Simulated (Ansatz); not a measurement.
(BaSe)n off: PBE0-D4/def2-TZVP single points in Ansatz on relaxed structures, gas phase. Each cluster is the lowest isomer that a short search found in that spin, judged at the geometry's level, and lower ones may exist. Core potentials for Ba, no spin–orbit coupling. Binding counts from free atoms in the multiplicity of their measured ground term, without zero-point energy. Singlets are spin-restricted. A dash marks a value that wasn't run or was left out as unsound. The structures are stationary points that may keep the symmetry of their start. Remarks come from the PBE and PBE0 runs and from stability tests at other levels; not every state was tested.

```tsv
species	atoms	state	geometry	HOMO (eV)	LUMO (eV)	gap (eV)	vertical IE (eV)	binding per atom (eV)	lowest of the spins relaxed	point group (within 0.1 Å)	remarks
BaSe2	3	singlet	PBE0-D4/def2-TZVP	-4.36	-1.83	2.53	6.16	2.56	singlet, of singlet/triplet/quintet	C2v	–
Ba2Se	3	singlet	PBE-D4/def2-TZVP	-3.20	-1.60	1.60	4.25	2.11	singlet, of singlet/triplet/quintet	C2v	–
Ba3Se2	5	singlet	PBE0-D4/def2-SVP	-2.90	-1.38	1.52	–	2.83	–	D3h	restricted SCF unstable in HF
```

The gap (eV) runs from 1.52 (Ba3Se2) to 2.53 (BaSe2). The binding per atom (eV) runs from 2.11 (Ba2Se) to 2.83 (Ba3Se2).
